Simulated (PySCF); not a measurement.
**A search over the determinants of Sr₂**

Unrestricted PBE0; Sr def2-SVPD with ECP28; scalar-relativistic core potentials (PySCF 2.14). Outer shells of the fragments: Sr 5s2; Sr 5s2.

Followed along the bond (rough minima from three points):

| 2Ms+1 | unpaired | ⟨S²⟩ at the start | R at minimum (Å) | Te (eV) |
| --- | --- | --- | --- | --- |
| 1 | none | 0.00 | 4.70 | 0.00 |
| 1 | σ ↓, π ↑ | 1.09 | 3.77 | 0.74 |
| 3 | σ ↑, π ↑ | 2.02 | 3.79 | 0.77 |
| 3 | σ ↑↑ | 2.01 | 4.26 | 1.01 |
| 3 | π ↑↑ | 2.07 | 3.33 | 1.51 |

Solutions found at the starting distance of 3.420 Å, counted from the lowest of them; the search is not exhaustive and high or unbound solutions are not listed, so other states can lie among these:

```json
{"2Ms+1": "1", "unpaired": "none", "term": "¹Σ⁺", "E (eV)": "0.00", "⟨S²⟩": "0.00", "⟨Lz²⟩": "0.00"}
{"2Ms+1": "1", "unpaired": "σ ↓, π ↑", "term": "mixed", "E (eV)": "0.07", "⟨S²⟩": "1.09", "⟨Lz²⟩": "1.05"}
{"2Ms+1": "3", "unpaired": "σ ↑, π ↑", "term": "³Π", "E (eV)": "0.11", "⟨S²⟩": "2.02", "⟨Lz²⟩": "1.03"}
{"2Ms+1": "3", "unpaired": "σ ↑↑", "term": "³Σ⁺", "E (eV)": "0.71", "⟨S²⟩": "2.01", "⟨Lz²⟩": "0.00"}
{"2Ms+1": "3", "unpaired": "π ↑↑", "term": "³Σ⁻", "E (eV)": "0.73", "⟨S²⟩": "2.07", "⟨Lz²⟩": "0.00"}
{"2Ms+1": "1", "unpaired": "π ↑↓", "term": "mixed", "E (eV)": "0.91", "⟨S²⟩": "1.05", "⟨Lz²⟩": "2.09"}
{"2Ms+1": "3", "unpaired": "σ ↑, δ ↑", "term": "³Δ", "E (eV)": "1.04", "⟨S²⟩": "2.05", "⟨Lz²⟩": "4.00"}
{"2Ms+1": "1", "unpaired": "σ ↑, δ ↓", "term": "mixed", "E (eV)": "1.23", "⟨S²⟩": "1.02", "⟨Lz²⟩": "4.00"}
{"2Ms+1": "1", "unpaired": "none", "term": "mixed", "E (eV)": "1.40", "⟨S²⟩": "0.00", "⟨Lz²⟩": "2.01"}
```

A term symbol is given only where ⟨S²⟩ and ⟨Lz²⟩ are close to those of a pure state; real π, δ and φ orbitals otherwise mix terms, and g/u labels are left off.

Task: Compare the gap between the two lowest followed solutions at the starting distance with the gap between their minima.

Result: At PBE0 the second solution (Ms = 0 of mixed spin, unpaired electrons σ ↓, π ↑) lies +0.07 eV from the first (singlet, closed shell) at 3.420 Å and +0.74 eV at the minima; the two curves relax by different amounts, since their minima lie near 3.77 and 4.70 Å.
